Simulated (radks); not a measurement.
The numbers below are computed, except where a source is named.
Excited configurations of Sn3+: one electron is placed in a higher orbital outside [Kr] 4d10. The ground configuration is [Kr] 4d10 5s1. Code: a radial shooting solver on a logarithmic mesh with Libxc functionals. Model: scalar-relativistic Kohn-Sham, PBE, spin-polarised, spherical densities, point nucleus; open shells are filled with parallel spins first (spin-orbit coupling, left out, can overturn this in heavy ions). Excitation = E - E(ground); binding = E(ion) - E, where the ion is the core of charge +4; n* = 4/sqrt(2 binding) in atomic units, and the quantum defect is n - n*.

4f: excitation (eV) 26.338; binding (eV) 15.065; n* 3.801; quantum defect 0.199; eigenvalue (eV) -12.386; <r> (bohr) 3.715
5p: excitation (eV) 9.233; binding (eV) 32.171; n* 2.601; quantum defect 2.399; eigenvalue (eV) -28.007; <r> (bohr) 2.465
5d: excitation (eV) 20.836; binding (eV) 20.567; n* 3.253; quantum defect 1.747; eigenvalue (eV) -17.759; <r> (bohr) 3.396
5f: excitation (eV) 31.105; binding (eV) 10.299; n* 4.598; quantum defect 0.402; eigenvalue (eV) -8.838; <r> (bohr) 6.401
6s: excitation (eV) 21.440; binding (eV) 19.964; n* 3.302; quantum defect 2.698; eigenvalue (eV) -17.907; <r> (bohr) 4.247
6f: excitation (eV) 34.152; binding (eV) 7.251; n* 5.479; quantum defect 0.521; eigenvalue (eV) -6.388; <r> (bohr) 9.915
7s: excitation (eV) 29.497; binding (eV) 11.907; n* 4.276; quantum defect 2.724; eigenvalue (eV) -10.718; <r> (bohr) 7.072
7p: excitation (eV) 30.981; binding (eV) 10.423; n* 4.570; quantum defect 2.430; eigenvalue (eV) -9.387; <r> (bohr) 7.858
7d: excitation (eV) 33.251; binding (eV) 8.153; n* 5.167; quantum defect 1.833; eigenvalue (eV) -7.303; <r> (bohr) 9.642
7f: excitation (eV) 36.074; binding (eV) 5.330; n* 6.391; quantum defect 0.609; eigenvalue (eV) -4.763; <r> (bohr) 14.18

The Delta-SCF ionisation energy is 41.404 eV (NIST Atomic Spectra Database: 40.74 eV, measured). Self-interaction in the functional shifts the binding energies and quantum defects, so they are the method's values and not measured ones.
